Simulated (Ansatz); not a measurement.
Cl$_{2}$H$_{4}$O$_{2}$Si$_{2}$ (`O[Si@H](Cl)[Si@@H](O)Cl`), relaxed with RKS PBE0-D4/def2-TZVP in Ansatz from a PBE-D4/def2-SVP geometry. The force threshold is 0.005 eV/Å; the program also tests the step.

Total charge 0; spin multiplicity 1.

Start:

```xyz
10

O    -2.081    0.022   -1.076
Si   -0.838    0.803   -0.270
Cl   -1.203    0.852    1.816
Si    1.217   -0.347   -0.238
O     1.069   -1.484    0.984
Cl    2.674    1.098    0.169
H    -2.176   -0.929   -0.892
H    -0.870    2.208   -0.778
H     1.634   -1.099   -1.462
H     0.573   -1.123    1.747
```

```
step  energy (eV)  largest force (eV/Å)  largest move (Å)
   1  -44949.4943                 0.813             0.000
   2  -44949.5587                 0.606             0.111
   3  -44949.5798                 0.344             0.049
   4  -44949.5845                 0.165             0.024
   5  -44949.5894                 0.161             0.069
   6  -44949.5909                 0.030             0.034
   7  -44949.5911                 0.018             0.024
   8  -44949.5912                 0.005             0.009
```

End:

```xyz
10

O    -2.056    0.025   -1.079
Si   -0.857    0.799   -0.276
Cl   -1.311    0.956    1.744
Si    1.191   -0.347   -0.211
O     1.121   -1.513    0.937
Cl    2.610    1.081    0.230
H    -2.257   -0.883   -0.845
H    -0.817    2.164   -0.838
H     1.610   -1.030   -1.454
H     0.765   -1.251    1.790
```

Hardware: 2 threads of an AMD EPYC 7R13 on a shared host and a share of an NVIDIA H100 80 GB. Wall time 25 s, peak host memory 0.86 GiB.
